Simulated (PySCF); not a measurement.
Ionisation energy of Cu²⁺ by level of theory

Cu²⁺ [Ar] 3d9 (2D) → Cu³⁺ [Ar] 3d8 (3F), as a difference of total energies. Calculation: PySCF 2.14, in ANO-RCC-VTZP; scalar relativity by spin-free X2C-1e. Correlated levels: valence and next inner shell: [Ne] frozen. The calculations carry no spin-orbit coupling.

| method | ionisation energy (eV) | plus first-order spin-orbit estimate | error of that sum (eV) |
| --- | --- | --- | --- |
| UHF | 34.015 | 33.943 | -2.898 |
| MP2 (valence and next inner shell) | 37.326 | 37.255 | +0.414 |
| SCS-MP2 (valence and next inner shell) | 36.914 | 36.842 | +0.001 |
| CCSD (valence and next inner shell) | 36.451 | 36.380 | -0.461 |
| CCSD(T) (valence and next inner shell) | 36.569 | 36.498 | -0.343 |

Reference: 36.841 ± 0.012 eV (measured; NIST Atomic Spectra Database, ionization energies).

A first-order spin-orbit estimate (lowest level to lowest level, LS coupling) adds -0.071 eV.

Errors of the correlated levels include the incompleteness of this basis and the frozen core.
